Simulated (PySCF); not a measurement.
Level of theory: PySCF 2.14.0 with ωB97X-D3(BJ)/def2-TZVP // PBE0-D3(BJ)/def2-TZVP. Gas-phase values, no solvent. One relaxed conformer stands for a flexible species; it need not be the lowest. Delta-SCF ions had no search for a lower state. Excitations are Tamm–Dancoff values on a coarser integration grid. The basis has no diffuse functions, so Rydberg states are missing or too high.

Reference species (SMILES): `B=C=BB` (neutral, multiplicity 1).

```json
{
 "S1 oscillator strength": "0.000",
 "T1 excitation (TDA)": "2.43 eV",
 "S1–T1 gap (TDA)": "0.31 eV",
 "vertical ionisation energy (Delta-SCF)": "9.44 eV"
}
```

Changed species: `B1B2BC12`.

Predict the effect on the S1 oscillator strength, T1 excitation (TDA), S1–T1 gap (TDA) and vertical ionisation energy (Delta-SCF).

the S1 oscillator strength stays essentially unchanged; the T1 excitation (TDA) rises by 1.56 eV, to 3.99 eV; the S1–T1 gap (TDA) increases by 0.17 eV, to 0.48 eV; the vertical ionisation energy (Delta-SCF) goes up by 0.89 eV, to 10.33 eV.
